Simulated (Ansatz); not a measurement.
Saddle point of Si$_{3}$H$_{10}$O, closed shell (Si₂H₆ ([SiH3][SiH3]) + SiH₄O ([OH][SiH3]) → Si₃H₈O ([SiH3][O][SiH2][SiH3]) + H₂; bonds formed: Si1–O7, H2–H6; bonds broken: Si1–H2, H6–O7), PBE0-D4/def2-TZVP structure:

| atom | x (Å) | y (Å) | z (Å) |
| --- | --- | --- | --- |
| Si1 | -0.9597 | 0.1081 | 0.3396 |
| H2 | -0.5958 | -1.5253 | 0.8256 |
| H3 | -0.8806 | 1.3638 | -0.5090 |
| H4 | -2.4192 | -0.1643 | 0.3858 |
| Si5 | -0.0051 | 0.7760 | 2.3653 |
| H6 | -0.0798 | -1.5426 | -0.2660 |
| O7 | -0.0381 | -0.7561 | -1.0182 |
| Si8 | 0.8764 | -0.3191 | -2.3660 |
| H9 | -0.2516 | 2.2082 | 2.6944 |
| H10 | 1.4705 | 0.5814 | 2.2623 |
| H11 | -0.5018 | -0.0759 | 3.4802 |
| H12 | -0.0402 | 0.1204 | -3.4408 |
| H13 | 1.6136 | -1.5396 | -2.7631 |
| H14 | 1.8113 | 0.7650 | -1.9901 |

Energies are electronic, without zero-point energy. Barriers and step energies count from the start structure reached by relaxing down the imaginary mode; all methods use the PBE0-D4 structures, on which another method's saddle can fall below an end. Ansatz 0.2.0; basis: def2-TZVPP, with def2-QZVPP for the basis limit; cores frozen in the correlated methods. B3LYP uses VWN-RPA correlation. Extrapolation: Hartree–Fock as exp(−7.88 √X), correlation as X^−2.97.

```
      method  barrier (kJ/mol)  step energy (kJ/mol)
       SPW92             102.0                 -54.8
      PBE-D4             133.7                 -60.1
     BLYP-D4             146.8                 -72.0
   r2SCAN-D4             143.0                 -70.0
      B97M-V                 ?                 -66.7
     PBE0-D4             147.4                 -62.2
    B3LYP-D4             156.4                 -72.5
  r2SCAN0-D4             152.3                 -69.4
    BHLYP-D4             171.7                 -75.9
CAM-B3LYP-D4                 ?                 -72.3
     wB97X-V                 ?                 -68.4
     wB97M-V             156.6                 -68.3
      B2PLYP             161.5                 -71.3
    PBE-QIDH             156.7                 -67.4
  RPA on PBE             167.4                 -68.7
          HF             217.0                 -74.7
         MP2             158.5                 -75.2
        CCSD             173.8                 -68.2
     CCSD(T)             164.9                 -68.5
```

Question: Fill in the withheld barriers. (To be estimated.)

Answer: Computed: B97M-V 150.5; CAM-B3LYP-D4 159.1; wB97X-V 162.5 kJ/mol. Each is the energy of the saddle less that of the start structure, by the same method.

For comparison, the barrier by CCSD(T) at an estimated basis limit (MP2 extrapolated from triple and quadruple zeta, plus CCSD(T) − MP2 in triple zeta) is 162.9 kJ/mol.

No T1 diagnostic of these runs exceeds 0.014.

Labels in which every atom is bracketed show which atoms are joined, not bond orders.

For scale, one of the runs: CCSD(T)/def2-TZVPP, 297 basis functions, launched by `ansatz run in.yaml --threads 8 --pin off --events-out ev --progress --plain --max-ram 19148MiB`. Time: 2.2 min of wall clock on 8 CPU threads of an Arm Neoverse V1; the host was shared. Peak host memory: 9 GiB.
